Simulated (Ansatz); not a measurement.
Molecule: 1-methylsulfonylethyne, C₃H₄O₂S, net charge 0, singlet state. SMILES: CS(C#C)(=O)=O
Geometry: optimised at B3LYP-D3(BJ)/def2-TZVP (Ansatz, an electronic-structure program).

Property: atomisation energy (electronic, to ground-state atoms); the coupled-cluster value holds the core correlation from cc-pwCVTZ, in kcal/mol. Cores are frozen in the correlated levels unless marked. UHF or UKS for open shells. No spin-orbit coupling. Non-relativistic. CBS marks a two-point X^-3 extrapolation of the correlation energy; Hartree-Fock from the larger set.

Level to compare with: CCSD(T)/CBS(aug-cc-pV(T+d)Z,aug-cc-pV(Q+d)Z) plus the core term (Ansatz), 952.9 kcal/mol. It is a level with limits of its own, and the differences hold the functionals' basis error too.

**Question.** Rank these functionals by how close they come to CCSD(T)/CBS(aug-cc-pV(T+d)Z,aug-cc-pV(Q+d)Z), closest first: r2SCAN/def2-TZVPD (Ansatz); BHLYP/def2-TZVPD (Ansatz); r2SCANh/def2-TZVPD (Ansatz).

**Answer.** r2SCAN/def2-TZVPD (meta-GGA, 954.3 kcal/mol, difference 1.4), r2SCANh/def2-TZVPD (hybrid meta-GGA, 941.8 kcal/mol, difference -11.1), BHLYP/def2-TZVPD (global hybrid, 884.7 kcal/mol, difference -68.2)
